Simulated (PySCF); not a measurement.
Exact mass, isotope pattern and composition

Species: Ni2I4.

Calculated from tabulated atomic weights, isotope masses and abundances; no fragmentation.

Q: Molar mass and exact mass?

A: For Ni2I4, with standard atomic weights, 2 × 58.693 + 4 × 126.904 = 625.002 g/mol. From the most abundant isotopes (58Ni, 127I), 2 × 57.935343 + 4 × 126.904473 = 623.4886 u.

Q: What cluster does the singly charged cation M+ show when like nominal masses merge?

A: 
```csv
nominal mass,m/z (centroid),relative intensity
624,623.4880,100.0
626,625.4835,77.0
627,626.4837,3.3
628,627.4798,25.5
629,628.4792,1.3
630,629.4781,6.9
631,630.4767,0.2
632,631.4757,1.3
634,633.4737,0.1
```

Cut off at 0.1 %. One electron mass, 0.00055 u, is taken off. Abundances used (%; other tables differ somewhat): 58Ni 68.0769, 60Ni 26.2231, 61Ni 1.1399, 62Ni 3.6345, 64Ni 0.9256.

Q: Give the mass fraction of each element.

A: Ni 18.78 %, I 81.22 %.

Q: Count the protons, neutrons and electrons of the monoisotopic species, and give its exact less its nominal mass.

A: 268 protons, 356 neutrons and 268 electrons; 623.4886 − 624 = -0.5114 u.

Q: What share of all molecules is the monoisotopic species?

A: 0.680769^2 × 1^4 = 46.34 %.

Q: Which singly substituted isotopologues are there?

A: Intensity in % of the monoisotopic species:

```
isotope  mass shift (u)       m/z  intensity (%)
   60Ni        +1.99544  625.4835          77.04
   61Ni        +2.99571  626.4837           3.35
   62Ni        +3.99300  627.4810          10.68
   64Ni        +5.99262  629.4807           2.72
```

Species under 0.02 % are left out.
